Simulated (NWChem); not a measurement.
PbHSBr, singlet; SMILES [SH][Pb][Br]

```xyz
4

Pb     0.4926    -0.5335     0.0000
Br    -0.2482     2.0135     0.0000
S     -1.8927    -1.4964     0.0000
H     -1.4256    -2.7800     0.0000
```
Atoms are numbered in this order, from 1.

Program: NWChem. Low-valent species are run as closed-shell singlets; no triplet was tried in these runs. The geometry was optimised at PBE-D3(BJ)/def2-SVP. def2 effective core potentials on Pb; no spin-orbit coupling. Vertical excitations in the gas phase.

Task: What does the run give for PBE/def2-SVP, full TDDFT? Quantities: lowest excitation, singlet (eV); oscillator strength of that lowest state; lowest state with f > 0.02, singlet (eV); oscillator strength of that bright state; orbital gap (eV).

Result: 
| Property | Result |
|---|---|
| lowest excitation, singlet (eV) | 2.86 |
| oscillator strength of that lowest state | 0.002 |
| lowest state with f > 0.02, singlet (eV) | 3.32 |
| oscillator strength of that bright state | 0.040 |
| orbital gap (eV) | 2.72 |
